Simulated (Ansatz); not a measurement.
La2O3⁻, relaxed as a doublet with UKS PBE0-D4/def2-SVPD in Ansatz, starting from the GFN1-xTB geometry. Force threshold 0.02 eV/Å.

In the def2 sets La takes a core potential; there is no spin–orbit coupling. The structure holds one bond between oxygen atoms, so isomers without such links may lie far lower. The charge -1 doublet is spin-contaminated (final ⟨S²⟩ up to 1.00, 0.75 for a pure state). Another isomer (doublet) lies 4.84 eV lower at PBE0-D4/def2-TZVPD; other spin states weren't run for this one.

Start:

```xyz
5

La   -0.155    0.207   -0.139
La   -0.225   -1.683    1.051
O    -1.420   -0.705    0.398
O     0.923    0.721   -1.242
O     0.877    1.460   -0.068
```

```tsv
step	energy (eV)	largest force component (eV/Å)	SCF passes
1	-7818.2892	27.937	63
2	-7833.9722	18.881	65
3	-7842.8890	10.924	55
4	-7847.6245	3.974	58
5	-7849.1695	2.154	111
6	-7849.9666	1.017	58
7	-7850.2668	0.505	54
8	-7850.4491	0.506	61
9	-7850.5312	0.645	199
10	-7850.5669	0.543	56
11	-7850.5700	0.536	44
12	-7850.5851	0.263	49
13	-7850.5896	0.047	43
14	-7850.5899	0.013	46
15	-7850.5901	0.063	54
16	-7850.5903	0.022	48
17	-7850.5903	0.003	54
```

Force components are those of the run's own axes.

End:

```xyz
5

La   -0.6743    0.8326   -0.5638
La   -0.9625   -2.8470    1.7659
O    -0.8157   -1.1228    0.6745
O     1.2570    1.1751   -1.5553
O     1.1955    1.9621   -0.3213
```

By distances, no bond broke or formed. The bond that changes most is La1–O3, from 1.65 to 2.32 Å (atoms count from 1).

The force fell under the threshold at step 14, but the optimiser went on. No frequencies were taken in this run, so the end may be a saddle point.

Hardware: 4 threads of Intel Xeon on a shared host. Wall time 6.5 min, peak host memory 0.64 GiB.
